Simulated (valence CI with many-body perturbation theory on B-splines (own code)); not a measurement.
**Xe47+: E2, E3, M2 decay**

Computed by configuration interaction combined with many-body perturbation theory (CI+MBPT): five valence electrons over a frozen Dirac-Fock core [He], a basis of 11 s, 11 p, 10 d, 8 f, 5 g, 2 h functions for each j, with the one-electron correlation potential Σ1 (screened to all orders), the two-electron term Σ2, the three-electron term Σ3, Breit, model QED; selected single and double excitations, second order for the rest, scaled by the run's own slope (own B-spline code, finite nucleus).

The last digits are not significant, and no measured levels were compared; by estimate large intervals hold to a few tenths of a per cent, small ones and those within an open d or f shell to about a per cent. Among the levels kept, up to 7200 cm⁻¹ of a level comes from second order outside the variational space, and about a tenth of that is noise between levels of different J, which matters for small intervals.

Lines 51 to 76 of 76 in falling wavelength, among levels below 434.29 Ry, chosen from the decays that carry over 1 % of a level's rate. Wavelengths and rates use the calculated energies. Electric multipoles are in the length gauge, E1 and E2 with the static RPA response of the core. Weak lines are less certain than strong ones. Lines between different terms over intervals too small for the method are left out, as are lines whose strength nearly cancels. The highest levels of a list are the least certain.

Levels are named by their leading jj configuration (3d3/2^4 stands for four electrons in 3d with j = 3/2), which in mixed levels can hold well under half, so a name can repeat and another be missing. Letters in brackets count levels of one name in rising energy.

| λ vac (nm) | Upper | Lower | Type | A (s⁻¹) | Branch % |
| --- | --- | --- | --- | --- | --- |
| 0.2441 | (2s^2 2p3/2^2 3p3/2) J=7/2 | (2s^2 2p1/2 2p3/2^2) J=5/2 | E2 | 6.91e+10 | 2.6 |
| 0.2439 | (2s^2 2p3/2^2 3p3/2) J=5/2 | (2s^2 2p1/2 2p3/2^2) J=5/2 | E2 | 1.20e+11 | 3.7 |
| 0.2438 | (2s^2 2p1/2 2p3/2 3p3/2) J=7/2 | (2s^2 2p1/2^2 2p3/2) J=3/2 | E2 | 1.78e+11 | 36.9 |
| 0.2438 | (2s^2 2p3/2^2 3p3/2) J=1/2 | (2s^2 2p1/2 2p3/2^2) J=5/2 | E2 | 1.67e+11 | 11.7 |
| 0.2431 | (2s^2 2p3/2^2 3p3/2) J=7/2 | (2s^2 2p1/2 2p3/2^2) J=3/2 | E2 | 1.03e+11 | 3.8 |
| 0.2431 | (2s^2 2p3/2^2 3p3/2) J=3/2 [b] | (2s^2 2p1/2 2p3/2^2) J=1/2 | E2 | 1.59e+11 | 2.5 |
| 0.2429 | (2s^2 2p3/2^2 3p3/2) J=5/2 | (2s^2 2p1/2 2p3/2^2) J=3/2 | E2 | 6.82e+10 | 2.1 |
| 0.2428 | (2s^2 2p1/2 2p3/2 3p3/2) J=5/2 [b] | (2s^2 2p1/2^2 2p3/2) J=3/2 | E2 | 7.84e+10 | 1.9 |
| 0.2424 | (2s^2 2p1/2 2p3/2 3p3/2) J=1/2 [b] | (2s^2 2p1/2^2 2p3/2) J=3/2 | E2 | 8.74e+10 | 1.5 |
| 0.2423 | (2s^2 2p3/2^2 3p3/2) J=3/2 [a] | (2s^2 2p1/2 2p3/2^2) J=5/2 | E2 | 1.49e+11 | 3.1 |
| 0.2392 | (2s^2 2p3/2^2 3d5/2) J=9/2 | (2s^2 2p1/2 2p3/2^2) J=5/2 | M2 | 1.82e+09 | 7.6 |
| 0.2392 | (2s^2 2p3/2^2 3d5/2) J=9/2 | (2s^2 2p1/2 2p3/2^2) J=5/2 | E3 | 2.44e+08 | 1.0 |
| 0.2392 | (2s^2 2p1/2 2p3/2 3d5/2) J=9/2 | (2s^2 2p1/2^2 2p3/2) J=3/2 | E3 | 6.00e+08 | 2.6 |
| 0.2383 | (2s^2 2p3/2^2 3d5/2) J=9/2 | (2s^2 2p1/2 2p3/2^2) J=3/2 | E3 | 4.73e+08 | 2.0 |
| 0.2328 | (2s 2p1/2 2p3/2^2 3d5/2) J=9/2 [a] | (2s^2 2p1/2 2p3/2^2) J=5/2 | E2 | 1.36e+10 | 7.4 |
| 0.2325 | (2s 2p1/2^2 2p3/2 3d3/2) J=7/2 | (2s^2 2p1/2^2 2p3/2) J=3/2 | E2 | 3.38e+11 | 16.0 |
| 0.2321 | (2s 2p1/2 2p3/2^2 3d3/2) J=9/2 | (2s^2 2p1/2 2p3/2^2) J=5/2 | E2 | 4.99e+11 | 70.2 |
| 0.2317 | (2s 2p1/2 2p3/2^2 3d5/2) J=7/2 [a] | (2s^2 2p1/2 2p3/2^2) J=3/2 | E2 | 7.03e+11 | 3.4 |
| 0.2311 | (2s 2p1/2 2p3/2^2 3d5/2) J=9/2 [b] | (2s^2 2p1/2 2p3/2^2) J=5/2 | E2 | 5.79e+11 | 75.5 |
| 0.2298 | (2s 2p1/2^2 2p3/2 3d3/2) J=5/2 [b] | (2s^2 2p1/2^2 2p3/2) J=3/2 | E2 | 4.15e+11 | 1.6 |
| 0.2294 | (2s 2p1/2 2p3/2^2 3d3/2) J=7/2 [c] | (2s^2 2p1/2 2p3/2^2) J=5/2 | E2 | 8.14e+11 | 1.6 |
| 0.2294 | (2s 2p1/2^2 2p3/2 3d3/2) J=1/2 [b] | (2s^2 2p1/2^2 2p3/2) J=3/2 | E2 | 1.63e+12 | 1.8 |
| 0.2291 | (2s 2p1/2 2p3/2^2 3d5/2) J=3/2 [d] | (2s^2 2p1/2 2p3/2^2) J=1/2 | E2 | 1.07e+12 | 1.4 |
| 0.2289 | (2s 2p1/2 2p3/2^2 3d3/2) J=3/2 [d] | (2s^2 2p1/2 2p3/2^2) J=3/2 | E2 | 7.38e+11 | 1.5 |
| 0.2283 | (2s 2p1/2 2p3/2^2 3d5/2) J=9/2 [c] | (2s^2 2p1/2 2p3/2^2) J=5/2 | E2 | 1.10e+12 | 48.4 |
| 0.2280 | (2s 2p1/2 2p3/2^2 3d5/2) J=7/2 [c] | (2s^2 2p1/2 2p3/2^2) J=3/2 | E2 | 9.06e+11 | 2.0 |
